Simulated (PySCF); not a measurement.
BeN from Hartree–Fock to correlated methods

State: ⁴Σ⁻ (quartet), unpaired electrons σ ↑, π ↑↑. Set-up: basis Be 3-21G, N 3-21G; no relativity; PySCF 2.14. De refers to Be + N in their high-spin ground configurations, without counterpoise correction. The functionals are run spin-unrestricted. A positive dipole means Be(−)N(+).

```csv
Level,Re (Å),ωe (cm⁻¹),De (eV),μ (D),"CPU s a point (SCF and correlation, without the integrals)"
UHF,1.641,939,0.56,-1.70,0.013
UHF-MP2,1.648,935,0.92,n/a,0.019
UHF-SCS-MP2,1.655,916,0.85,n/a,n/a
UHF-CCSD,1.668,854,0.59,n/a,n/a
UHF-CCSD(T),1.673,844,0.64,n/a,0.14
PBE,1.656,892,2.07,-0.79,0.11
TPSS,1.663,892,1.94,-0.79,0.2
r²SCAN,1.664,865,1.75,-0.98,0.17
PBE0,1.643,924,1.77,-1.10,0.19
r²SCAN0,1.652,890,1.56,-1.19,0.17
B97-3,1.654,904,1.64,-0.92,0.11
HSE06,1.643,922,1.78,-1.10,0.23
```

(1) Which functional lies closest to UHF-CCSD(T) in De, which farthest, and by how much do they differ from it?

(2) What does a quarter of exact exchange do here, going from PBE to PBE0?

(3) What does the step from GGA to meta-GGA do here, going from PBE to r²SCAN?

Correlated steps freeze 1 core orbital. 3-21G is very small, so such numbers show the basis as much as the molecule. The state is the lowest determinant that a PBE0 search found; another state may lie lower at other levels.

The whole job (state search and all levels along the bond) took about 0.38 min on 1 thread of Intel Xeon 6975P-C (shared host), peak memory 0.29 GiB.

Results:

(1) Closest is r²SCAN0 (-2.1 pm in Re, +5.5 % in ωe, +0.92 eV in De against UHF-CCSD(T) in the same basis), farthest PBE (-1.7 pm in Re, +5.7 % in ωe, +1.43 eV in De). CCSD(T) converges more slowly with the basis than the functionals do and binds too weakly in this one, so the order can change at the basis-set limit.

(2) PBE0 less PBE: -1.3 pm in Re, +3.6 % in ωe, -0.30 eV in De. Exact exchange removes part of the self-interaction that spreads semilocal densities, and in most molecules shortens and stiffens the bond and lowers De; so it does here.

(3) r²SCAN less PBE: +0.8 pm in Re, -3.0 % in ωe, -0.32 eV in De.
